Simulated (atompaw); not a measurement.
# Building the PAW (atompaw) potential for nickel (PBE, scalar-relativistic).

Ni (Z = 28), PAW, made with atompaw 4.2.0.5 (PBE, scalar-relativistic). Core [Ne], reference 3s2 3p6 3d8 4s0.5 4p0 (charge +1.5). Waves: 3s (bound): rc 1.35 bohr; 4s (bound): rc 1.50 bohr; 3p (bound): rc 1.00 bohr; 4p (bound, empty): rc 1.55 bohr; 3d (bound): rc 1.00 bohr; 3d channel at 0.4 Ry: rc 1.55 bohr; 4f channel at 0.1 Ry: rc 1.55 bohr; 4f channel at 1.3 Ry: rc 1.55 bohr. Local part: ultrasoft scheme with l = 4 at 1 Ry, radius 1.45 bohr. Core correction: smooth core density matched at 1.00 bohr. Augmentation charge: besselshape compensation charge, radius 1.50 bohr; PAW radius 1.55 bohr; waves and projectors: custom polynom2 7 10 vanderbiltortho.

All-electron outer shells of the reference configuration (PBE, scalar-relativistic, ld1.x):

| shell | level (eV) | outermost node (bohr) | outermost maximum (bohr) |
| --- | --- | --- | --- |
| 2p | -858.71 | – | 0.16 |
| 3s | -125.29 | 0.30 | 0.64 |
| 3p | -85.64 | 0.27 | 0.65 |
| 3d | -22.99 | – | 0.63 |
| 4s | -17.32 | 0.91 | 2.08 |
| 4p | -11.21 | 0.99 | 2.54 |

What the tests gave:

```json
{
  "Lowest eigenvalue of the overlap operator": "0.61 (d channel)",
  "Overlap eigenvalues printed by atompaw (projector basis)": "1.15, 1.57, 1.72, 2.93, 38, 1.34e+04, 3.49e+04, 1e+06",
  "Share of each valence orbital outside the PAW sphere": "3s 1 %, 4s 86 %, 3p 2 %, 4p 94 %, 3d 13 %"
}
```

A Bessel basis up to 400 Ry misses an occupied level by 0.59 Ry, so cutoffs and ghosts were not judged.

Generation and tests took about 3.2 s on one core of a shared server CPU.
